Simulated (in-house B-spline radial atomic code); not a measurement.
Successive ionisation energies of tellurium; each step leads to the configuration of the next row (after the last: [Kr] 4d3/2(4) 4d5/2(2)). Dirac energy differences include first-order Breit, QED and recoil terms. NIST's values go from ground level to ground level; the uncertainty of those that are theory runs from under 0.1 % in few-electron ions to several per cent in heavy many-electron ones. Computed with a radial B-spline atomic code at the basis-set limit: Dirac-Hartree-Fock, jj configuration that fills j = l - 1/2 first, finite nuclei.

A number in brackets counts the electrons of a j subshell.

| ion | configuration | ionisation energy (eV) | tabulated value (eV) | tabulated kind | computed minus tabulated (eV) | highest orbital | largest mean radius (bohr) |
| --- | --- | --- | --- | --- | --- | --- | --- |
| Te | [Kr] 4d10 5s2 5p1/2(2) 5p3/2(2) | 8.69 | 9.009808 | measured | -0.32 | 5p3/2 | 2.7199 |
| Te+ | [Kr] 4d10 5s2 5p1/2(2) 5p3/2(1) | 16.96 | 18.6 | measured | -1.64 | 5p3/2 | 2.5327 |
| Te2+ | [Kr] 4d10 5s2 5p1/2(2) | 26.40 | 27.84 | measured | -1.44 | 5p1/2 | 2.3278 |
| Te3+ | [Kr] 4d10 5s2 5p1/2(1) | 36.80 | 37.4155 | measured | -0.61 | 5p1/2 | 2.2157 |
| Te4+ | [Kr] 4d10 5s2 | 56.21 | 59.3 | measured | -3.09 | 5s1/2 | 1.907 |
| Te5+ | [Kr] 4d10 5s1 | ? | ? | tabulated theory | ? | ? | ? |
| Te6+ | [Kr] 4d10 | 122.74 | 124.2 | measured | -1.46 | 4d5/2 | 0.94795 |
| Te7+ | [Kr] 4d3/2(4) 4d5/2(5) | ? | ? | tabulated theory | ? | ? | ? |
| Te8+ | [Kr] 4d3/2(4) 4d5/2(4) | ? | ? | tabulated theory | ? | ? | ? |
| Te9+ | [Kr] 4d3/2(4) 4d5/2(3) | 192.03 | 191.1 | tabulated theory | 0.93 | 4d5/2 | 0.88658 |

Problem. Fill in the row of Te5+.

Solution. ionisation energy (eV): 68.96; tabulated value (eV): 69.1; computed minus tabulated (eV): -0.14; highest orbital: 5s1/2; largest mean radius (bohr): 1.8481.

Problem. Fill in the row of Te7+.

Solution. ionisation energy (eV): 145.01; tabulated value (eV): 143; computed minus tabulated (eV): 2.01; highest orbital: 4d5/2; largest mean radius (bohr): 0.92563.

Problem. Fill in the row of Te8+.

Solution. ionisation energy (eV): 168.12; tabulated value (eV): 167; computed minus tabulated (eV): 1.12; highest orbital: 4d5/2; largest mean radius (bohr): 0.90538.

Problem. Where is the largest jump?

Solution. From Te to Te+, by a factor of 1.95 (8.6948 to 16.962 eV); the highest orbital goes from 5p3/2 to 5p3/2.

Problem. How far is this level of theory from the measured and semi-empirical values?

Solution. Over those 6 rows the differences run from -3.09 to -0.315 eV (mean absolute value 1.4 eV). The calculation leaves out correlation and, in open shells, the multiplet splittings that an average leaves out.
